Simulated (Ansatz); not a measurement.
Ansatz (an electronic-structure program) input file for Hf(F)2(SH)2 (F2H2HfS2), SMILES [F][Hf]([F])([SH])[SH], multiplicity 1, PBE/def2-SVPD. Coordinates come from a B3LYP-D3(BJ)/def2-SVP optimisation. The geometry has at least one imaginary mode, so it is a saddle point at that level. The spin state was assumed, not searched. The structure was generated by enumeration; whether it is a known compound was not checked. The def2 effective core potentials stand for the cores of Hf; spin–orbit coupling is left out. Other conformers were not sampled.

Ansatz 0.2 input:
```yaml
crystal:
  periodic: [false, false, false]
  atoms:
    - {symbol: Hf, position_ang: [-0.00000000, -0.00000000, 0.21236752]}
    - {symbol: F, position_ang: [0.00000000, -1.51187632, 1.37764937]}
    - {symbol: F, position_ang: [0.00000000, 1.51187631, 1.37764937]}
    - {symbol: S, position_ang: [-1.97640302, 0.00000000, -1.24025303]}
    - {symbol: H, position_ang: [-2.84822225, 0.00000001, -0.20002656]}
    - {symbol: S, position_ang: [1.97640303, 0.00000000, -1.24025303]}
    - {symbol: H, position_ang: [2.84822225, 0.00000001, -0.20002657]}
basis:
  gaussian:
    orbitals: def2-SVPD
hamiltonian:
  xc: {name: PBE}
```

It prints:

```
WARN ansatz: RAYON_NUM_THREADS=1 ignored (pool sized by the plan → 1); use --threads N
Functional definition: PBE
integrals: 0.10 GiB planned
1358 factors; their error is unknown
mean field: 0.57 GiB planned
mean field evaluation 1: about -28420.6003 eV, gradient 5.9e1 eV
mean field evaluation 2: about -28346.2187 eV, gradient 2.2e2 eV
mean field evaluation 4: about -28426.6961 eV, gradient 1.1e1 eV
mean field evaluation 8: about -28426.9570 eV, gradient 7.4e-2 eV
mean field evaluation 16: about -28426.8896 eV, gradient 5.5e-5 eV
mean field -28426.88956768 eV, -1044.6689231743 hartree, gradient 4.0e-5 eV, S^2 0.000000; 0 other end points of the search recorded, 0 dependent functions left out
reference -28426.88962960 eV, -1044.6689254500 hartree; 32, 32 occupied and 119, 119 virtual orbitals, 1358 factors
Total energy: -28426.88962960 eV, -1044.6689254500 hartree
```

The run converged.
